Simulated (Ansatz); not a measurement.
`N=C(Cl)[SiH2]O` + `CN[SiH2]O` → `CN([SiH2]O)[SiH2]O` + `N=CCl`  (ligand exchange at the Si–C bond)

Computed with Ansatz on PBE0-D4/def2-TZVP structures; ΔE is electronic, products minus reactants. CCSD(T)/CBS is the MP2 limit (def2-TZVPP, def2-QZVPP) plus CCSD(T) − MP2 in def2-TZVPP, frozen cores. This one scheme is used for every species. DFT in def2-TZVPP. B3LYP here is the variant with VWN-RPA as its local correlation; programs differ in this. One conformer a species, not always the lowest.

CCSD(T)/CBS gives -51.4 kJ/mol.

Task: Another level gave -52.0 kJ/mol. Which?
A. B3LYP/def2-TZVPP
B. PBE/def2-TZVPP
C. ωB97M-V/def2-TZVPP
D. r2SCAN-D4/def2-TZVPP

Result: C. ωB97M-V -52.0, B3LYP -41.2, r2SCAN-D4 -47.3, PBE -35.9 kJ/mol.

Largest T1 diagnostic among the species: 0.013.

From PBE to PBE0 (25 % exact exchange), in def2-TZVPP and without D4, ΔE moves by −7.4 kJ/mol. The D4 term adds −7.8 kJ/mol with B3LYP and −4.4 kJ/mol with PBE0; it sums over pairs of atoms, weighted by their polarisabilities, and B3LYP, whose exchange is more repulsive, gets the larger term.

CCSD(T)/CBS has its own doubt, a few kJ/mol and more with outer-core shells, so smaller differences from it don't rank the levels.
